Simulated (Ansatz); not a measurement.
`Cl[BH][SbH2]`, one more setting.

```yaml
crystal:
  periodic: [false, false, false]
  atoms:
    - {symbol: Cl, position_ang: [-1.493602, -1.574878, 0.832895]}
    - {symbol: B, position_ang: [-0.104339, -0.974113, -0.020505]}
    - {symbol: Sb, position_ang: [0.827744, 0.982907, 0.502802]}
    - {symbol: H, position_ang: [0.389629, -1.702261, -0.825739]}
    - {symbol: H, position_ang: [1.081634, 1.396916, -1.130914]}
    - {symbol: H, position_ang: [-0.658866, 1.807428, 0.595361]}
basis:
  gaussian: {orbitals: x2c-TZVPPall}
hamiltonian: {xc: {name: wPBEh}}
scf: {lower_state_search: off}
output: {forces: true}
```

```sh
$ ansatz run in.yaml --threads 2 --pin off --events-out ev --progress --plain --max-ram 4352MiB
```

Output, abridged:

```
Functional definition: wPBEh
1262 factors; their error is unknown
82 factors; integrals over basis functions are off by at most 6.9e-7 eV
mean field evaluation 1: about -189624.2236 eV, gradient 2.2e1 eV
mean field evaluation 2: about -189622.8337 eV, gradient 3.2e1 eV
mean field evaluation 4: about -189625.7270 eV, gradient 1.3e0 eV
mean field evaluation 8: about -189625.7321 eV, gradient 2.3e-2 eV
mean field evaluation 16: about -189626.1960 eV, gradient 5.7e-3 eV
mean field -189626.19600420 eV, -6968.6341699022 hartree, gradient 4.3e-6 eV, S^2 0.000000; 0 other end points of the search recorded, 0 dependent functions left out
reference -189626.19604179 eV, -6968.6341712835 hartree; 38, 38 occupied and 137, 137 virtual orbitals, 1262 factors
Total energy: -189626.19604179 eV, -6968.6341712835 hartree
Relativity: scalar
Atom 0 at    -1.493602    -1.574878     0.832895 Å, force    -0.021643    -0.017898     0.008579 eV/Å
Atom 1 at    -0.104339    -0.974113    -0.020505 Å, force     0.008802    -0.042450    -0.031865 eV/Å
Atom 2 at     0.827744     0.982907     0.502802 Å, force     0.040505     0.012998     0.030156 eV/Å
Atom 3 at     0.389629    -1.702261    -0.825739 Å, force    -0.009835     0.012721     0.019160 eV/Å
Atom 4 at     1.081634     1.396916    -1.130914 Å, force     0.009794     0.012502    -0.032939 eV/Å
Atom 5 at    -0.658866     1.807428     0.595361 Å, force    -0.027622     0.022127     0.006909 eV/Å
Dipole moment:     0.086944     0.019761    -0.025916 e Å
Checks for a lower state left out: stability, starts, cluster_reference, orbital_swaps, neighbouring_geometries, increment
```

It took 4 s on 2 threads of an Arm Neoverse V2 on a shared host, with 0.47 GiB of host memory at the peak.
